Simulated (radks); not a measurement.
Values are calculated unless marked as measured or tabulated.
Coulomb parameter of the 3d shell of the zinc ion Zn+ in the model configuration [Ar] 3d8.5 4s1 4p1.5, as a second difference U = [E(n + 0.25) + E(n - 0.25) - 2 E(n)] / (0.25)^2 with all orbitals relaxed. "Bare": the charge of the atom changes with n. "Screened": the 4p shell takes up the change at fixed total charge, which measures U(3d,3d) + U(4p,4p) - 2 U(3d,4p). Level of theory: scalar-relativistic Kohn-Sham, BLYP, spin-unpolarised, spherical densities, finite nucleus; Fermi nuclear charge, rms radius 3.9283 fm (a radial shooting solver on a logarithmic mesh with Libxc functionals).

case                     configuration  E - E(n) (eV)
start             [Ar] 3d8.5 4s1 4p1.5          0.000
bare +0.25       [Ar] 3d8.75 4s1 4p1.5         -7.522
bare -0.25       [Ar] 3d8.25 4s1 4p1.5          8.667
screened +0.25  [Ar] 3d8.75 4s1 4p1.25         -5.185
screened -0.25  [Ar] 3d8.25 4s1 4p1.75          5.635

U(bare) = 18.329 eV, U(screened by 4p) = 7.191 eV, against the Slater integral F0(3d,3d) = 30.981 eV with frozen orbitals.
